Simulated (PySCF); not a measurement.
pentachloroethane, C2HCl5, SMILES ClC(Cl)C(Cl)(Cl)Cl, point group Cs.

Level: PBE0/pcSseg-1 in PySCF (density fitting, grid level 2); geometry and Hessian at that level, cubic constants and property derivatives from steps of ±0.6 along each species' dimensionless normal coordinates, second-order vibrational perturbation theory. The parent has the commonest isotopes.

Equilibrium geometry (Å):

```tsv
atom	x	y	z
Cl1	1.6159	-1.4459	0.1419
C2	0.7896	0.1117	-0.0206
Cl3	1.2666	1.2080	1.2855
C4	-0.7463	-0.0609	-0.0894
Cl5	-1.1337	-1.0919	-1.4892
Cl6	-1.3866	-0.7835	1.3906
Cl7	-1.4806	1.5401	-0.3544
H8	1.1114	0.5601	-0.9627
```

Question: Give the equilibrium and ground-state rotational constants (MHz) of parent; ³⁷Cl at 1.

Answer: 
| species | Ae | Be | Ce | A0 | B0 | C0 | Δ0 (u Å²) | harmonic ZPE (cm⁻¹) |
| --- | --- | --- | --- | --- | --- | --- | --- | --- |
| parent | 1158.5 | 964.94 | 748.39 | 1153.6 | 959.37 | 744.32 | -285.908 | 6415 |
| ³⁷Cl at 1 | 1148.1 | 953.79 | 737.47 | 1143.2 | 948.3 | 733.47 | -285.997 | 6408 |

Δ0 = Ic − Ia − Ib from the ground-state constants.

Question: How is the parent's vibrational correction B0 − Be made up?

Answer: 
| axis | harmonic | Coriolis | cubic | total (MHz) |
| --- | --- | --- | --- | --- |
| a | 0.598 | -0.336 | -5.21 | -4.94 |
| b | 0.53 | -0.129 | -5.97 | -5.57 |
| c | 0.289 | -0.052 | -4.3 | -4.07 |

Question: And its quartic centrifugal distortion constants from the harmonic force field?

Answer: Asymmetric top, A reduction, IIIr representation: ΔJ = 0.0558 kHz, ΔJK = -0.0224 kHz, ΔK = -0.0159 kHz, δJ = -0.00122 kHz, δK = -0.0365 kHz.

Question: Which nuclear quadrupole couplings χaa, χbb, χcc (MHz) does the parent show, at equilibrium and averaged?

Answer: 35Cl at 1: 6.9, -42.5, 35.6 and 6.8, -42.1, 35.3; 35Cl at 3: 6.9, -42.5, 35.6 and 6.8, -42.1, 35.3; 35Cl at 5: 12.2, -39.8, 27.6 and 12.0, -39.6, 27.5; 35Cl at 6: 42.7, 43.3, -86.0 and 42.5, 43.1, -85.6; 35Cl at 7: 12.2, -39.9, 27.6 and 12.0, -39.6, 27.6.

A mode lies under 250 cm⁻¹, where this perturbation treatment is rough.
